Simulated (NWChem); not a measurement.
Molecule: BaF2; SMILES [F][Ba][F]

Computed with NWChem. The geometry was optimised at PBE-D3(BJ)/def2-SVP. def2 effective core potentials on Ba; no spin-orbit coupling. B3LYP is NWChem's, with the RPA form of VWN correlation. Static field.

For level B3LYP/def2-SVPD:

```yaml
isotropic polarisability (bohr³): 33.2
anisotropy (bohr³): 16.4
```

**Question.** What are these values for level PBE/def2-SVPD?

**Answer.** 
- isotropic polarisability (bohr³): 36.6
- anisotropy (bohr³): 20.1
